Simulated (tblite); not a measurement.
C5H5NO3Si.
Numbering: `[N:1]#[C:2][Si@@H:3]([CH:4]=[O:5])/[CH:6]=[CH:7]/[O:8][CH:9]=[O:10]` (hydrogens: H11 on Si3; H12 on C4; H13 on C6; H14 on C7; H15 on C9)

Computed with GFN2-xTB (tblite), gas phase: L-BFGS steps from a force-field or distance-geometry start until the largest atomic force falls under 0.01 eV/Å.

Step 124: E = -815.4904 eV
```
atom  x, y, z in Å  |  force x, y, z in eV/Å
N1     -1.4420    2.7486   -1.1504   -0.001  -0.004   0.002
C2     -1.5510    1.7551   -0.5912    0.000   0.000  -0.001
Si3    -1.7382    0.1337    0.3203    0.002  -0.001   0.000
C4     -2.6533   -1.0168   -0.9348    0.010   0.007   0.002
O5     -3.6922   -1.5695   -0.6921   -0.008  -0.012   0.012
C6     -0.0186   -0.5542    0.6247   -0.005   0.001  -0.006
C7      1.0975    0.0047    0.1723   -0.001   0.003  -0.004
O8      2.3243   -0.5599    0.4282   -0.005  -0.003   0.005
C9      3.4153    0.0183   -0.0801    0.002  -0.006   0.009
O10     3.4542    0.9950   -0.7617   -0.006   0.001   0.003
H11    -2.5314    0.3354    1.5299    0.009   0.003  -0.005
H12    -2.1745   -1.1665   -1.9270    0.007   0.008  -0.005
H13     0.0825   -1.4652    1.2007   -0.005  -0.002  -0.003
H14     1.1316    0.9169   -0.4105   -0.010   0.006  -0.007
H15     4.2914   -0.5680    0.2387    0.012  -0.002  -0.002
```

Step 125: E = -815.4904 eV
```
atom  x, y, z in Å  |  force x, y, z in eV/Å
N1     -1.4385    2.7488   -1.1515   -0.003  -0.009   0.003
C2     -1.5497    1.7554   -0.5926    0.002  -0.002   0.001
Si3    -1.7381    0.1343    0.3197    0.001   0.003  -0.005
C4     -2.6536   -1.0176   -0.9342    0.014   0.011   0.001
O5     -3.6902   -1.5732   -0.6886   -0.015  -0.015   0.015
C6     -0.0189   -0.5544    0.6245   -0.009   0.001  -0.008
C7      1.0974    0.0045    0.1731    0.003   0.008  -0.008
O8      2.3243   -0.5606    0.4275   -0.007  -0.003   0.002
C9      3.4150    0.0189   -0.0803   -0.001  -0.014   0.021
O10     3.4539    0.9979   -0.7582   -0.007   0.009  -0.005
H11    -2.5318    0.3372    1.5287    0.009   0.003  -0.005
H12    -2.1778   -1.1656   -1.9280    0.010   0.010  -0.005
H13     0.0813   -1.4664    1.1988   -0.005  -0.007   0.002
H14     1.1317    0.9176   -0.4083   -0.010   0.009  -0.007
H15     4.2907   -0.5689    0.2364    0.018  -0.004  -0.003
```

Step 126: E = -815.4905 eV
```
atom  x, y, z in Å  |  force x, y, z in eV/Å
N1     -1.4336    2.7484   -1.1549   -0.005  -0.011   0.003
C2     -1.5477    1.7554   -0.5960    0.004  -0.008   0.006
Si3    -1.7377    0.1351    0.3185    0.000   0.010  -0.014
C4     -2.6550   -1.0187   -0.9325    0.013   0.012  -0.003
O5     -3.6869   -1.5805   -0.6814   -0.016  -0.015   0.018
C6     -0.0193   -0.5553    0.6232   -0.017  -0.001  -0.008
C7      1.0975    0.0040    0.1741    0.011   0.016  -0.014
O8      2.3243   -0.5623    0.4259   -0.005   0.002  -0.006
C9      3.4149    0.0201   -0.0795   -0.010  -0.025   0.039
O10     3.4540    1.0040   -0.7497   -0.009   0.017  -0.014
H11    -2.5309    0.3410    1.5272    0.008   0.003  -0.001
H12    -2.1854   -1.1622   -1.9300    0.013   0.012  -0.002
H13     0.0796   -1.4692    1.1942   -0.004  -0.014   0.007
H14     1.1320    0.9189   -0.4045   -0.009   0.011  -0.007
H15     4.2898   -0.5708    0.2325    0.028  -0.007  -0.003
```

Step 127: E = -815.4908 eV
```
atom  x, y, z in Å  |  force x, y, z in eV/Å
N1     -1.4260    2.7473   -1.1623   -0.008  -0.017   0.005
C2     -1.5442    1.7550   -0.6027    0.007  -0.015   0.011
Si3    -1.7370    0.1368    0.3163   -0.003   0.022  -0.028
C4     -2.6577   -1.0203   -0.9292   -0.006  -0.001  -0.007
O5     -3.6790   -1.5967   -0.6667    0.006  -0.001   0.014
C6     -0.0201   -0.5572    0.6202   -0.021   0.001  -0.011
C7      1.0976    0.0033    0.1750    0.013   0.021  -0.018
O8      2.3238   -0.5657    0.4223   -0.004   0.008  -0.018
C9      3.4149    0.0219   -0.0772   -0.019  -0.031   0.056
O10     3.4553    1.0157   -0.7324   -0.012   0.019  -0.022
H11    -2.5278    0.3488    1.5251    0.004   0.002   0.005
H12    -2.2010   -1.1528   -1.9345    0.011   0.014   0.008
H13     0.0765   -1.4743    1.1856   -0.002  -0.024   0.015
H14     1.1321    0.9213   -0.3984   -0.005   0.014  -0.008
H15     4.2883   -0.5752    0.2259    0.039  -0.010  -0.003
```

Problem. Estimate the geometry and energy of step 128. (The exact step hangs on the optimiser's Hessian estimate; all steps are aligned on step 127, rigid shifts and turns removed.)

Solution. E = -815.4911 eV, largest force 0.095 eV/Å
```
atom  x, y, z in Å  |  force x, y, z in eV/Å
N1     -1.4181    2.7433   -1.1769   -0.009  -0.018   0.003
C2     -1.5397    1.7534   -0.6139    0.007  -0.026   0.020
Si3    -1.7360    0.1396    0.3137   -0.003   0.034  -0.047
C4     -2.6626   -1.0213   -0.9235   -0.065  -0.044  -0.009
O5     -3.6645   -1.6251   -0.6429    0.083   0.046  -0.010
C6     -0.0212   -0.5601    0.6146   -0.026  -0.004  -0.007
C7      1.0977    0.0020    0.1748    0.015   0.026  -0.020
O8      2.3229   -0.5719    0.4155    0.007   0.028  -0.037
C9      3.4157    0.0242   -0.0717   -0.034  -0.014   0.056
O10     3.4588    1.0337   -0.7029   -0.017  -0.016  -0.006
H11    -2.5215    0.3614    1.5234   -0.003   0.001   0.016
H12    -2.2274   -1.1312   -1.9420   -0.005   0.012   0.034
H13     0.0725   -1.4822    1.1723    0.000  -0.028   0.016
H14     1.1322    0.9251   -0.3905    0.004   0.012  -0.005
H15     4.2867   -0.5830    0.2170    0.047  -0.009  -0.004
```

The energy changes by -0.0003 eV. The first-order estimate −F·Δx gives -0.0005 eV and the mean of the old and new forces, exact on a quadratic surface, -0.0002 eV. The step makes an angle of 87° with the force vector and moves no atom by more than 0.040 Å.

The cost below is that of the whole relaxation. On one thread of an Intel Xeon at 2.50 GHz (shared host), this took 3.9 s of wall time.
